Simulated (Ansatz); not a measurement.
Reaction (ligand exchange at the Al–S bond): `[SiH3][AlH][S][SiH3]` + NH₃ → `[NH2][AlH][SiH3]` + `[SiH3]S`

Gas-phase electronic energies from Ansatz, PBE0-D4/def2-TZVP geometries. CCSD(T)/CBS adds triple-zeta CCSD(T) − MP2 to the extrapolated MP2 energy (def2 sets, frozen cores). This one scheme is used for every species. One conformer a species, not always the lowest.

`[SiH3][AlH][S][SiH3]`:

Z-matrix (Å, degrees):
```
Si
Al 1 2.453
H 1 1.490 2 111.9
H 1 1.490 2 110.9 3 120.6
H 1 1.491 2 110.6 3 -120.0
S 2 2.186 1 121.0 3 41.7
H 2 1.583 1 124.8 3 -138.7
Si 6 2.137 2 100.5 1 0.5
H 8 1.483 6 107.1 2 161.0
H 8 1.486 6 111.1 2 41.7
H 8 1.485 6 111.2 2 -79.5
```

NH₃:

```xyz
4

N    -0.236    0.053   -0.145
H    -0.420   -0.504    0.680
H     0.442   -0.455   -0.700
H     0.213    0.906    0.165
```

`[NH2][AlH][SiH3]`:

Z-matrix (Å, degrees):
```
Si
Al 1 2.451
H 1 1.492 2 111.6
H 1 1.492 2 112.2 3 -120.3
H 1 1.492 2 111.6 3 119.3
N 2 1.768 1 117.7 3 120.1
H 2 1.587 1 125.1 3 -59.9
H 6 1.008 2 125.0 1 -180.0
H 6 1.007 2 124.8 1 0.0
```

`[SiH3]S`:

Z-matrix (Å, degrees):
```
Si
S 1 2.137
H 1 1.485 2 111.6
H 1 1.485 2 111.6 3 -122.0
H 1 1.482 2 104.8 3 119.0
H 2 1.344 1 94.7 3 60.9
```

| level | ΔE (kJ/mol) |
| --- | --- |
| MP2/def2-TZVPP | 32.7 |
| HF/CBS(def2) | 17.9 |

Task: What does CCSD(T)/CBS give? (Best estimate.)

Result: Computed: +32.4 kJ/mol. The listed levels differ from it by 0.3, -14.5 kJ/mol.

Largest T1 diagnostic among the species: 0.013.

The D4 term adds +11.1 kJ/mol with B3LYP and +6.3 kJ/mol with PBE0; it sums over pairs of atoms, weighted by their polarisabilities, and B3LYP, whose exchange is more repulsive, gets the larger term. From BLYP to BHLYP (50 % exact exchange), in def2-TZVPP and without D4, ΔE moves by +6.4 kJ/mol. In def2-TZVPP, CCSD(T) changes the Hartree–Fock value by +9.7 kJ/mol (the triples alone add +3.1 kJ/mol) and MP2 by +13.3 kJ/mol.

B3LYP here is the variant with VWN-RPA as its local correlation; programs differ in this.
